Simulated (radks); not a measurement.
Sm2+, 60 electrons, occupied as [Xe] 4f6.

All-electron calculation, Dirac Kohn-Sham, PBEsol, spin-unpolarised, spherical densities, point nucleus; open shells are shared between the two j in proportion to 2j + 1. Program: a radial shooting solver on a logarithmic mesh with Libxc functionals.

Energy parts (eV):
part                      energy
total                 -283820.18
kinetic                307758.77
electron-nucleus      -694791.27
Hartree                109535.51
exchange-correlation    -6323.18

Orbitals (lengths in bohr, moments of r in powers of bohr; <r^-3> diverges for s and p1/2; r(max) is where P^2 peaks):
| orbital | occ. | eigenvalue (eV) | r(max) | <r^-3> | small-component weight |
|---|---|---|---|---|---|
| 1s1/2 | 2 | -46627.26 | 0.01449 | - | 5.31e-02 |
| 2s1/2 | 2 | -7627.063 | 0.08233 | - | 1.17e-02 |
| 2p1/2 | 2 | -7230.469 | 0.06237 | - | 1.17e-02 |
| 2p3/2 | 4 | -6627.987 | 0.06801 | 8884 | 1.09e-02 |
| 3s1/2 | 2 | -1681.065 | 0.2339 | - | 3.65e-03 |
| 3p1/2 | 2 | -1510.416 | 0.2210 | - | 3.60e-03 |
| 3p3/2 | 4 | -1388.440 | 0.2330 | 1854 | 3.37e-03 |
| 3d3/2 | 4 | -1092.392 | 0.1857 | 309.4 | 3.25e-03 |
| 3d5/2 | 6 | -1065.890 | 0.1891 | 277.2 | 3.19e-03 |
| 4s1/2 | 2 | -344.3655 | 0.5398 | - | 1.15e-03 |
| 4p1/2 | 2 | -278.9713 | 0.5456 | - | 1.08e-03 |
| 4p3/2 | 4 | -252.1457 | 0.5713 | 408.6 | 9.99e-04 |
| 4d3/2 | 4 | -144.5517 | 0.5829 | 57.27 | 8.39e-04 |
| 4d5/2 | 6 | -139.7621 | 0.5914 | 50.65 | 8.18e-04 |
| 5s1/2 | 2 | -56.6035 | 1.261 | - | 2.41e-04 |
| 5p1/2 | 2 | -39.0515 | 1.381 | - | 1.90e-04 |
| 5p3/2 | 4 | -35.4671 | 1.457 | 53.88 | 1.70e-04 |
| 4f5/2 | 2.57143 | -16.0293 | 0.6111 | 6.325 | 4.41e-04 |
| 4f7/2 | 3.42857 | -15.4838 | 0.6164 | 6.092 | 4.32e-04 |

The highest occupied level is 4f7/2 at -15.484 eV. The density falls to 0.001 e/bohr^3 at r = 3.52 bohr.
